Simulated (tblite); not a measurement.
Species: C₆H₁₃P.
Cartesian coordinates in Å at the GFN2-xTB level; atoms count from 1:
```
atom  x, y, z in Å
C1     2.1518    1.1512    0.5224
C2     1.6269    0.0548   -0.0076
C3     2.1925   -0.6163   -1.2216
P4     0.2338   -0.8380    0.7802
C5    -1.1327   -0.4737   -0.4578
C6    -1.2431    1.0053   -0.8069
C7    -2.4435   -1.0054    0.1160
H8     1.7476    1.6077    1.4110
H9     3.0148    1.6338    0.0896
H10    1.4507   -0.6531   -2.0199
H11    3.0723   -0.0909   -1.5874
H12    2.4672   -1.6436   -0.9806
H13   -0.1113    0.2042    1.6509
H14   -0.8902   -1.0450   -1.3633
H15   -1.4767    1.5884    0.0830
H16   -2.0387    1.1593   -1.5352
H17   -0.3129    1.3823   -1.2275
H18   -2.6992   -0.4745    1.0319
H19   -3.2555   -0.8704   -0.5969
H20   -2.3590   -2.0654    0.3489
```

Computed values, GFN2-xTB/tblite, gas phase, harmonic and unscaled. Against measured fundamentals such values can be off by several per cent, at times by over 20. Modes of hydrogen on phosphorus can be 10 to 20 % off. One conformer, not necessarily the lowest.

Harmonic wavenumbers (cm⁻¹): 54.5, 56.6, 116.7, 130.3, 202.0, 222.8, 260.8, 299.0, 315.3, 379.1, 401.9, 445.4, 632.1, 650.6, 686.7, 824.6, 857.3, 886.4, 927.0, 940.8, 949.1, 981.0, 1009.4, 1035.3, 1064.5, 1133.9, 1168.2, 1192.4, 1246.2, 1295.9, 1393.6, 1406.4, 1413.3, 1418.3, 1472.2, 1480.2, 1489.3, 1492.8, 1499.6, 1500.8, 1680.2, 2247.7, 2895.4, 2990.9, 3004.5, 3005.8, 3011.2, 3012.5, 3018.5, 3025.7, 3026.7, 3029.3, 3074.0, 3105.2.

A = 3416, B = 1326, C = 1260 MHz; mass 116.075 u (most abundant isotopes); point group C1, symmetry number 1.

Problem. Zero-point energy?

Solution. Half the sum of the wavenumbers: 37530 cm⁻¹ = 448.96 kJ/mol.

Problem. Give the ideal-gas entropy at 350 K and 1 bar in the rigid-rotor, harmonic-oscillator model (classical rotation).

Solution. Translation 171.48, rotation 120.92, vibration 144.13: S = 436.5 J/(mol K).

Problem. And Cp and H(350 K) − H(0)?

Solution. Cp = 180.09 J/(mol K), of which vibrations give 146.83 (their classical limit is 54 R = 449.0); H(350 K) − H(0) = 37.92 kJ/mol without the zero-point energy, 26.28 from vibrations.

Problem. Which modes carry the vibrational entropy at 350 K?

Solution. 54.5 cm⁻¹: 20.77; 56.6 cm⁻¹: 20.46; 116.7 cm⁻¹: 14.50; 130.3 cm⁻¹: 13.60; 202.0 cm⁻¹: 10.09; 222.8 cm⁻¹: 9.33 J/(mol K); the other 48 give 55.37 together.

Problem. What must be added to the electronic energy to get the Gibbs energy at 350 K and 1 bar?

Solution. ZPE + [H(350 K) − H(0)] − T·S = 448.96 + 37.92 − 152.79 = 334.09 kJ/mol.

Problem. How do the functions run with temperature in this model?

Solution. 
```csv
T (K),S (J/(mol K)),Cp (J/(mol K)),H − H(0) (kJ/mol),G − H(0) (kJ/mol),ln q(vib)
150,322.9,100.5,9.99,-38.44,3.05
250,383.2,139.2,21.96,-73.84,5.70
298.15,409.4,158.8,29.13,-92.93,6.96
400,461.9,199.9,47.43,-137.33,9.59
600,556.3,266.8,94.45,-239.33,14.65
900,678.4,334.6,185.44,-425.08,21.86
```

q(vib) and H(0) count from the zero-point level.

Problem. Blend soft modes into free rotors: weight 1/[1 + (100 cm⁻¹/ν̃)⁴] for the oscillator and the rest for a rotor with moment μB/(μ + B), μ = h/(8π²ν), B = 10⁻⁴⁴ kg m². What vibrational entropy results?

Solution. 132.59 J/(mol K) in place of 144.13, which changes −T·S at 350 K by +4.04 kJ/mol.

Hindered rotation and anharmonicity are outside this model. Other conformers, if any are populated, would add a mixing term that is left out. The structure is chiral; the term R ln 2 for an equal mix with its mirror image is left out.
